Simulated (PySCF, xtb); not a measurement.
Hf(Cl)2(OH) (Cl2HHfO), SMILES [OH][Hf]([Cl])[Cl] (connectivity only; charge and spin as stated), neutral, multiplicity 2. One conformer was computed; it need not be the lowest.

Harmonic wavenumbers (cm⁻¹) from GFN2-xTB (xtb) at its own minimum, in rising order: 47, 48, 97, 315, 359, 366, 561, 611, 3572.

What does PBE0-D3(BJ)/def2-SVP (PySCF) give at its own minimum? (The exact figures need the calculation; the answer reports its results.)

74, 86, 129, 301, 367, 386, 410, 735, 4020. Paired by order, the mean absolute difference is 96 cm⁻¹ and the zero-point energies are 8.5 and 9.3 kcal/mol.
